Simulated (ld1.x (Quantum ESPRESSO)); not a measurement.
# Transferability test, TM semilocal potential for tin

* Element: tin (Sn)
* Generator: ld1.x (Quantum ESPRESSO) 7.5
* Type: norm-conserving Troullier–Martins (semilocal form)
* Functional: PBE
* Relativity: non-relativistic
* Frozen core: [Kr]
* Valence charge: 14
* Reference configuration: 4d10 5s2 5p0 (charge +2)
* Partial waves: 5s (bound): rc 2.00 bohr; 4d (bound): rc 1.25 bohr; 5p (bound, empty): rc 2.25 bohr
* Local potential: the p channel
* Core correction: Bessel-smoothed model core, default radius (core density twice the valence density)

Energies are relative to the spin-unpolarised reference configuration 4d10 5s2 5p0; without spin polarisation the order of configurations can differ from experiment. The frozen-core shift is the all-electron ΔE with the core orbitals held at their reference shape minus the fully relaxed ΔE.

```json
{"valence configuration": "4d10 5s2 5p2", "charge": "0", "ΔE all-electron (eV)": "-20.887", "error AE − PS (meV)": "+4.1", "frozen-core shift (meV)": "+0.7"}
{"valence configuration": "4d10 5s1 5p0", "charge": "+3", "ΔE all-electron (eV)": "29.759", "error AE − PS (meV)": "-5.1", "frozen-core shift (meV)": "+3.4"}
{"valence configuration": "4d10 5s2 5p2.3", "charge": "-0.3", "ΔE all-electron (eV)": "-21.759", "error AE − PS (meV)": "+5.4", "frozen-core shift (meV)": "+0.7"}
{"valence configuration": "4d10 5s0 5p0", "charge": "+4", "ΔE all-electron (eV)": "69.323", "error AE − PS (meV)": "-35", "frozen-core shift (meV)": "+19"}
{"valence configuration": "4d9 5s2 5p2", "charge": "+1", "ΔE all-electron (eV)": "13.322", "error AE − PS (meV)": "-361", "frozen-core shift (meV)": "+134"}
```

What are ΔE and the potential's error for 4d10 5s2 5p1.5?

ΔE = -18.236 eV all-electron; the error (AE − PS) is +2.0 meV.

What are ΔE and the potential's error for 4d10 5s2 5p1?

ΔE = -13.952 eV all-electron; the error (AE − PS) is +0.7 meV.

Levels in the configuration 4d10 5s0 5p0:

| level | all-electron (eV) | pseudo (eV) |
| --- | --- | --- |
| 4d | -68.433 | -68.277 |
